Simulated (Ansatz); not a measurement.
Zr₃O₆⁻ (the lowest doublet isomer of a short search). The state is a doublet with charge -1. Geometry PBE-D4/def2-SVP, basis def2-TZVPD, Ansatz.

Cartesian coordinates in Å:
```
Zr -1.444 -0.808 1.195
Zr 0.454 1.971 0.255
Zr 0.260 -0.803 -1.856
O 1.192 0.858 -1.237
O 1.121 -1.804 -3.075
O -2.016 -1.814 2.570
O 1.482 3.328 0.832
O -0.616 -1.784 -0.345
O -0.432 0.855 1.662
```

| run | HOMO (eV) | LUMO (eV) |
| --- | --- | --- |
| A | -2.00 | 0.11 |
| B | -1.37 | -0.30 |
| C | -3.59 | 2.47 |
| D | -1.87 | 0.09 |
| E | -1.22 | -0.53 |

In the def2 sets Zr takes a core potential; there is no spin–orbit coupling. The structure comes from a short search, and lower isomers may exist.

HOMO and LUMO are taken over both spins.

Q: The runs used HF, PBE, PBE0, r2SCAN, r2SCAN0. Estimate which is which.

A: A r2SCAN0 (25 % exact exchange); B r2SCAN (0 % exact exchange); C HF (100 % exact exchange); D PBE0 (25 % exact exchange); E PBE (0 % exact exchange). Exact exchange lowers occupied and raises empty levels; among semilocal functionals meta-GGAs tend to open the gap a little, and such runs are hard to tell apart. The gap grows from 0.69 eV (PBE) to 6.06 eV (HF).
